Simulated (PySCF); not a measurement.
## MoS2Cl2: computed shieldings and shifts

MoS2Cl2, Cl2MoS2, point group C2v.

Cartesian coordinates in Å; atom numbers follow the order of the lines, from 1:
```xyz
5

Mo   -0.005    0.001    0.003
S    -0.006   -0.090    2.091
S     1.984    0.016   -0.628
Cl   -0.984    1.914   -0.649
Cl   -0.989   -1.841   -0.817
```

GIAO calculations in PySCF 2.14.0 with density-fitted response routines on the PBE0-D3(BJ)/def2-SVP structure: isolated species, scalar relativity only through the core potential, equivalent atoms averaged; basis pcSseg-1 (def2-TZVP on Mo).

(1) Give the isotropic shieldings (ppm) with PBE0, wB97X-D.

(2) And the chemical shifts, against references computed in the same way?

(3) Which part of the shielding of Cl4/Cl5 depends on the functional?

Answers

(1) 
```json
{"atoms": "Cl4/Cl5", "environment": "chlorine bonded to Mo", "PBE0": "442", "wB97X-D": "503"}
{"atoms": "S2/S3", "environment": "sulfur bonded to Mo", "PBE0": "-1109", "wB97X-D": "-1253"}
{"atoms": "HOMO–LUMO gap (eV)", "environment": "–", "PBE0": "3.76", "wB97X-D": "7.10"}
```

(2) 
```
  atoms  nucleus, reference  PBE0  wB97X-D
Cl4/Cl5           ³⁵Cl, HCl   502      436
  S2/S3            ³³S, CS2  1605     1747
```

(3) Diamagnetic: PBE0 1148, wB97X-D 1148 ppm; paramagnetic: PBE0 -706, wB97X-D -645 ppm. The diamagnetic part, set mainly by inner electrons, hardly moves; the paramagnetic part goes with low-lying magnetically allowed excitations and carries the spread.

Mo is described by an effective core potential, so it has no shielding of its own here; spin–orbit effects on the atoms bonded to it, which can be large, are absent, and the values of these neighbours are rough.
